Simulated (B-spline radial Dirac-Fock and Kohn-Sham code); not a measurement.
## What relativity does to the binding energies of Ar

System: atomic argon, configuration [Ne] 3s2 3p6.

Both columns are ΔSCF binding energies of the configuration average from a radial finite-basis atomic code: non-relativistic Hartree-Fock with a point nucleus, and Dirac-Fock with a finite nucleus and the Coulomb interaction alone, averaged over the two j levels with weights 2j+1.

```
shell  Hartree-Fock (eV)  Dirac-Fock (eV)  shift (eV)  shift (%)
   1s             3195.4           3209.2      +13.77      +0.43
   2s              324.8            327.2       +2.36      +0.73
   2p              248.9            249.0       +0.05      +0.02
   3s              33.19            33.43       +0.24      +0.72
   3p              14.78            14.75       -0.02      -0.15
```

Relativity binds 1s, 2s, 2p, 3s more strongly, among those listed most of all 2s in relative terms, and 3p more weakly.

Values without a named source are computed, but for edge energies of neutral atoms, which are taken from tables.
